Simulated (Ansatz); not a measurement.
Ansatz results at the PBE0-D4/def2-TZVP geometry: HOMO–LUMO gap (PBE/def2-TZVPP) 3.41 eV; HOMO–LUMO gap (B3LYP/def2-TZVPP) 5.53 eV; LUMO energy (PBE/def2-TZVPP) -2.87 eV.

Each molecule was computed in one conformer, which needn't be the lowest.

Task: Which molecule gave them?
A. `N=CN=CF`
B. `CB(C)[SiH2]F`
C. `FCC1(F)C=N1`
D. `N=C1[C@@H](F)[C@@H]1F`

Result: D. The others give `CB(C)[SiH2]F`: 3.96, 5.81, -2.45; `FCC1(F)C=N1`: 4.42, 6.54, -2.51; `N=CN=CF`: 3.93, 6.07, -2.72.

B3LYP here is the variant with VWN-RPA as its local correlation; programs differ in this.
